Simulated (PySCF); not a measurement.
C2H4BF2N, SMILES N(=C\B(F)F)/C. Geometry: PBE-D3(BJ)/def2-SVP. The structure was generated by enumeration; whether it is a known compound was not checked. One conformer was computed; it need not be the lowest.

Give the equilibrium geometry at PBE-D3(BJ)/def2-SVP (PySCF confirms it by a frequency run) as bond lengths and angles, and its point group. (The exact figures need the calculation; the answer reports its results.)

This is not unique; one that fits is point group Cs.
Atoms: C1 N2 C3 B4 F5 F6 H7 H8 H9 H10. Bond lengths (Å): C1–N2 1.439, C1–H7 1.112, C1–H8 1.112, C1–H9 1.118, N2–C3 1.286, C3–B4 1.572, C3–H10 1.124, B4–F5 1.334, B4–F6 1.326. Angles (°): N2–C1–H7 108.9, N2–C1–H8 108.9, N2–C1–H9 114.8, H7–C1–H8 105.4, H7–C1–H9 109.2, H8–C1–H9 109.2, C1–N2–C3 118.9, N2–C3–B4 119.7, N2–C3–H10 121.1, B4–C3–H10 119.2, C3–B4–F5 120.0, C3–B4–F6 122.6, F5–B4–F6 117.5.
